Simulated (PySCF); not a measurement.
AlHFBr, SMILES [F][AlH][Br].

Coordinates come from a ωB97X-D3(BJ)/def2-TZVP optimisation.

All values below come from PySCF with PBE/def2-TZVPD.

Gas-phase values at a fixed geometry.

```
Property                                                                                                       Result
---------------------------------------------------------------------------------------------  ----------------------
total energy                                                                                      -2916.59920 hartree
point group                                                                                                        Cs
highest occupied level                                                                                       -7.64 eV
lowest empty level                                                                                           -2.10 eV
orbital gap                                                                                                   5.54 eV
dipole moment                                                                                                  1.17 D
quadrupole, principal values (traceless, Buckingham form, about the centre of nuclear charge)   -7.03, 1.21, 5.82 D·Å
mean static polarisability                                                                       48.9 bohr³ (7.25 Å³)
polarisability, principal values                                                               41.6, 45.2, 60.0 bohr³
```
